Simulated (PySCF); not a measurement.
Exercise with solution: oscillator strength and radiative lifetime

C2H9BO2Si, SMILES C[SiH2]CB(O)O.

Geometry optimised at B3LYP-D3(BJ)/def2-SVP. This is a generated structure with no PubChem entry under its InChIKey; it may be hypothetical. Other conformers were not sampled.

PySCF with TDA-LC-ωPBE/def2-SVPD puts the first singlet state with f over 0.02 at 8.51 eV (vertical), with the transition dipole (0.711, 0.014, 0.424) in atomic units.

Q: Find the oscillator strength, the wavelength and the radiative lifetime that this transition would have in vacuum if emission retraced absorption.

A: 
|μ|² = 0.6855 au, so |μ| = 2.10 D. ΔE = 8.51/27.211 = 0.3127 hartree. f = (2/3) ΔE |μ|² = 0.143 (the program prints 0.143).
λ = 1239.84/8.51 = 146 nm; ν = 68638 cm⁻¹.
Einstein's coefficient A = 0.6670 ν² f s⁻¹ (ν in cm⁻¹) = 4.5e8 s⁻¹, so τ = 1/A = 2.2 ns. This state is S2; the lower singlet has f = 0.001. The figure is the radiative limit of this one transition; relaxation, internal conversion, crossing to triplets and a medium change what is measured.
